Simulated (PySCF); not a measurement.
From one molecule to another.

First species: C₄H₄FN.
SMILES: `C/C(F)=C\C#N`

Second species: CH₇ClSi₂.
Numbering: `[SiH3:1][CH:2]([SiH3:3])[Cl:4]` (hydrogens: H5, H6, H7 on Si1; H8 on C2; H9, H10, H11 on Si3)

Cartesian coordinates in Å at the GFN2-xTB level; atoms count from 1:
```
atom  x, y, z in Å
Si1   -1.5423   -0.5493    0.3106
C2    -0.1445    0.5614   -0.3631
Si3    1.6608   -0.0206   -0.1538
Cl4   -0.2762    2.1317    0.5135
H5    -1.3138   -0.7600    1.7372
H6    -1.4928   -1.8144   -0.4239
H7    -2.8178    0.1284    0.0863
H8    -0.3368    0.8075   -1.4078
H9     1.9148   -0.2246    1.2695
H10    1.8111   -1.2702   -0.9014
H11    2.5430    1.0127   -0.6930
```

Levels: PBE0/def2-SVPD for dipole moment, HOMO energy, LUMO energy, HOMO–LUMO gap, static isotropic polarisability and electronic spatial extent ⟨r²⟩ about the centre of nuclear charge; TDDFT PBE0/def2-SVPD for lowest singlet excitation; TDA PBE0/def2-SVPD for lowest triplet excitation (Tamm–Dancoff); GFN2-xTB for rotational constant A and rotational constant C. Geometries: GFN2-xTB. Each structure is a single optimised conformer of the isolated species, non-relativistic unless stated. Electronic properties by PySCF.

Values for the first species:

| Quantity | Value |
| --- | --- |
| Dipole moment | 3.08 D |
| HOMO energy | -8.03 eV |
| LUMO energy | -1.40 eV |
| HOMO–LUMO gap | 6.63 eV |
| Lowest singlet excitation | 6.28 eV |
| Lowest triplet excitation (Tamm–Dancoff) | 3.75 eV |
| Static isotropic polarisability | 54.0 au |
| Electronic spatial extent ⟨r²⟩ about the centre of nuclear charge | 616 bohr² |
| Rotational constant A | 8.909 GHz |
| Rotational constant C | 1.791 GHz |

(1) Estimate the same properties for the second species, and the change in each.

## Answers

(1) 
```csv
property,first,second,second less first
dipole moment,3.08 D,1.58 D,-1.50 D
HOMO energy,-8.03 eV,-8.01 eV,+0.02 eV
LUMO energy,-1.40 eV,-0.29 eV,+1.11 eV
HOMO–LUMO gap,6.63 eV,7.72 eV,+1.09 eV
lowest singlet excitation,6.28 eV,6.27 eV,-0.01 eV
lowest triplet excitation (Tamm–Dancoff),3.75 eV,5.60 eV,+1.85 eV
static isotropic polarisability,54.0 au,81.2 au,+27.2 au
electronic spatial extent ⟨r²⟩ about the centre of nuclear charge,616 bohr²,782 bohr²,+166 bohr²
rotational constant A,8.909 GHz,3.231 GHz,-5.678 GHz
rotational constant C,1.791 GHz,1.572 GHz,-0.219 GHz
```

On the first: The polarisability is 8.00 Å³ as a volume (1 au = 0.148185 Å³), or 1.23 au for each of the 44 electrons. No computed singlet falls in the visible range (750 to 380 nm, 1.65 to 3.26 eV); S1 lies 3.02 eV above its blue end.

On the second: In atomic units the dipole is 0.62 e·bohr (1 au = 2.5417 D). No computed singlet falls in the visible range (750 to 380 nm, 1.65 to 3.26 eV); S1 lies 3.01 eV above its blue end.
